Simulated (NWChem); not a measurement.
System: hydrogen selenide (H$_{2}$Se); SMILES [SeH2]

```xyz
3

Se     0.0000     0.0000     0.0820
H      1.0538     0.0000    -0.9617
H     -1.0538     0.0000    -0.9617
```
Atoms are numbered in this order, from 1.

All runs use the structure optimised with PBE-D3(BJ)/def2-SVP.

Spin-orbit effects, on the heavy nuclei and on their neighbours, are missing.

Task: Give the principal values of the shielding tensors (ppm) of Se1 from B3LYP/pcSseg-0, GIAO (NWChem), with their diamagnetic and paramagnetic parts as GIAO splits them.

Result: 
```tsv
atom	σ11	σ22	σ33	isotropic	diamagnetic	paramagnetic
Se1	1621.4	1984.9	2377.5	1994.6	2994.0	-999.4
```
